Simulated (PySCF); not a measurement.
Compound: C5H4F4Ge.
Structure used (PBE0-D3(BJ)/def2-SVP), in Å, numbered top down from 1:
```xyz
14
C5H4F4Ge angstrom
F      0.782    2.179   -0.509
C     -0.044    1.161   -0.298
C     -1.379    1.241   -0.390
Ge    -2.061   -0.523    0.017
C     -0.236   -1.171    0.276
C      0.590   -0.134    0.060
C      2.089   -0.219    0.164
F      2.673    0.075   -1.000
F      2.557    0.635    1.076
F      2.483   -1.443    0.517
H     -1.890    2.167   -0.651
H     -2.910   -0.600    1.295
H     -2.785   -1.212   -1.149
H      0.137   -2.161    0.544
```

All values: PBE0/def2-SVPD (PySCF, non-relativistic), on one gas-phase PBE0-D3(BJ)/def2-SVP geometry that isn't relaxed in the solvent. The solvent is an IEF-PCM continuum (van der Waals radii × 1.2), and excitations are vertical TDDFT with non-equilibrium linear response and a frozen core. The model holds no explicit solvent molecules, cavitation or dispersion. Spin–orbit coupling is left out although an atom past zinc is present.

Gas-phase singlets (H = HOMO, L = LUMO):

```tsv
state	E (eV)	λ (nm)	f	leading configurations
S1	4.515	275	0.047	H→L 97%
S2	5.780	215	0.000	H-2→L 99%
S3	6.354	195	0.088	H-1→L 79%, H→L+4 19%
S4	6.370	195	0.012	H→L+1 88%, H-3→L 8%
S5	6.512	190	0.003	H-3→L 89%, H→L+1 8%
```

Give the list for tetrahydrofuran (ε = 7.426), n² = 1.97.

| state | E (eV) | λ (nm) | f | leading configurations | change by rank (eV) |
| --- | --- | --- | --- | --- | --- |
| S1 | 4.495 | 276 | 0.064 | H→L 98% | -0.020 |
| S2 | 5.748 | 216 | 0.000 | H-2→L 99% | -0.032 |
| S3 | 6.303 | 197 | 0.133 | H-1→L 83%, H→L+4 15% | -0.051 |
| S4 | 6.435 | 193 | 0.019 | H-3→L 79%, H→L+1 19% | +0.065 |
| S5 | 6.532 | 190 | 0.002 | H→L+1 72%, H-3→L 19% | +0.020 |

Give the list for water (ε = 78.36), n² = 1.78.

```csv
state,E (eV),λ (nm),f,leading configurations,change by rank (eV)
S1,4.511,275,0.061,H→L 98%,-0.004
S2,5.740,216,0.000,H-2→L 99%,-0.040
S3,6.303,197,0.127,"H-1→L 83%, H→L+4 15%",-0.051
S4,6.435,193,0.017,"H-3→L 88%, H→L+1 10%",+0.065
S5,6.551,189,0.004,"H→L+1 84%, H-3→L 9%",+0.039
```

How do the frontier levels move from gas to water?

```json
{"orbital": "LUMO+2", "gas (eV)": "0.30", "solvent (eV)": "0.57", "change (eV)": "+0.27", "Löwdin shares, gas": "Ge4 49 %, H13 14 %, H12 14 %, C3 7 %", "Löwdin shares, solvent": "Ge4 39 %, H12 9 %, H13 9 %, C5 8 %"}
{"orbital": "LUMO+1", "gas (eV)": "0.13", "solvent (eV)": "0.53", "change (eV)": "+0.40", "Löwdin shares, gas": "Ge4 40 %, H12 12 %, H13 12 %, C3 10 %", "Löwdin shares, solvent": "Ge4 35 %, C3 12 %, H12 11 %, H13 11 %"}
{"orbital": "LUMO", "gas (eV)": "-2.10", "solvent (eV)": "-1.87", "change (eV)": "+0.23", "Löwdin shares, gas": "C5 26 %, C6 20 %, C3 13 %, C2 12 %", "Löwdin shares, solvent": "C5 27 %, C6 20 %, C3 13 %, C2 12 %"}
{"orbital": "HOMO", "gas (eV)": "-7.47", "solvent (eV)": "-7.27", "change (eV)": "+0.20", "Löwdin shares, gas": "C3 32 %, C2 20 %, C5 18 %, C6 12 %", "Löwdin shares, solvent": "C3 32 %, C2 20 %, C5 18 %, C6 12 %"}
{"orbital": "HOMO-1", "gas (eV)": "-9.38", "solvent (eV)": "-9.12", "change (eV)": "+0.26", "Löwdin shares, gas": "C6 21 %, Ge4 19 %, C5 12 %, H12 11 %", "Löwdin shares, solvent": "Ge4 22 %, C6 19 %, H12 13 %, H13 13 %"}
{"orbital": "HOMO-2", "gas (eV)": "-9.52", "solvent (eV)": "-9.27", "change (eV)": "+0.25", "Löwdin shares, gas": "C5 30 %, Ge4 22 %, C3 15 %, C6 6 %", "Löwdin shares, solvent": "C5 31 %, Ge4 22 %, C3 15 %, C6 6 %"}
{"orbital": "HOMO-3", "gas (eV)": "-9.99", "solvent (eV)": "-9.71", "change (eV)": "+0.28", "Löwdin shares, gas": "Ge4 28 %, C3 24 %, H12 10 %, H13 10 %", "Löwdin shares, solvent": "Ge4 28 %, C3 24 %, H12 10 %, H13 10 %"}
```

The HOMO–LUMO gap goes from 5.37 to 5.40 eV.
